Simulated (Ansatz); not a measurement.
Input file for `[OH][W]([F])(=[S])=[S]`:

```yaml
crystal:
  periodic: [false, false, false]
  atoms:
    - {symbol: O, position_ang: [-0.741083, 0.824805, -1.003159]}
    - {symbol: W, position_ang: [0.191435, -0.060679, 0.343420]}
    - {symbol: F, position_ang: [-0.708332, 0.036888, 1.955526]}
    - {symbol: S, position_ang: [0.452917, -2.092447, -0.192821]}
    - {symbol: S, position_ang: [2.093078, 0.853817, 0.537113]}
    - {symbol: H, position_ang: [-1.245914, 0.373617, -1.686178]}
basis:
  gaussian: {orbitals: def2-TZVPP}
correlation: {method: ccsd_t}
output: {orbitals: {seedname: orbitals}}
```

```sh
$ ansatz run in.yaml --threads 4 --pin off --events-out ev --progress --plain --max-ram 10444MiB
```

Log, shortened:

```
Functional definition: HF
1360 factors; integrals over basis functions are off by at most 6.5e-4 eV
mean field evaluation 1: about -28199.2529 eV, gradient 6.2e1 eV
mean field evaluation 2: about -28199.6011 eV, gradient 6.3e1 eV
mean field evaluation 4: about -28207.2722 eV, gradient 1.0e1 eV
mean field evaluation 8: about -28207.5121 eV, gradient 1.0e0 eV
mean field evaluation 16: about -28207.5162 eV, gradient 1.5e-6 eV
mean field -28207.51623477 eV, -1036.6071018867 hartree, gradient 1.7e-6 eV, S^2 0.000000; 0 other end points of the search recorded, 0 dependent functions left out
12 core orbitals not correlated: weight in the atoms' cores, before any rotation towards them, 1.000 or more for the frozen orbitals, at most 0.000 for the correlated occupied ones
reference -28207.51623477 eV, -1036.6071018867 hartree; 20, 20 occupied and 184, 184 virtual orbitals, 1360 factors
second order -36.83622907 eV of doubles, -0.00000000 eV of singles
cycle   1  -33.52874698 eV  change     3.3e0 eV  update   3.0e-1
cycle   2  -35.20688650 eV  change    -1.7e0 eV  update   2.1e-1
cycle   3  -35.57598372 eV  change   -3.7e-1 eV  update   4.2e-2
cycle   4  -35.59340684 eV  change   -1.7e-2 eV  update   2.0e-2
cycle   5  -35.57114823 eV  change    2.2e-2 eV  update   5.9e-3
cycle   6  -35.56956740 eV  change    1.6e-3 eV  update   2.7e-3
cycle   7  -35.57078825 eV  change   -1.2e-3 eV  update   1.2e-3
cycle   8  -35.56986333 eV  change    9.2e-4 eV  update   4.4e-4
cycle   9  -35.56996720 eV  change   -1.0e-4 eV  update   2.2e-4
cycle  10  -35.57037028 eV  change   -4.0e-4 eV  update   9.4e-5
cycle  11  -35.57026957 eV  change    1.0e-4 eV  update   5.8e-5
cycle  12  -35.57014204 eV  change    1.3e-4 eV  update   3.1e-5
cycle  13  -35.57022524 eV  change   -8.3e-5 eV  update   1.7e-5
cycle  14  -35.57018639 eV  change    3.9e-5 eV  update   8.7e-6
perturbative correction -2.14994320 eV, -0.0790089554 hartree
Total energy: -28245.23636437 eV, -1037.9932910817 hartree
```

Hardware: 4 threads of an Arm Neoverse V1 on a shared host. Wall time 2.8 min, peak host memory 3.6 GiB.

MP2 recovers 97.7 % of the CCSD(T) correlation energy and the triples give 5.7 %; T1 = 0.0223.
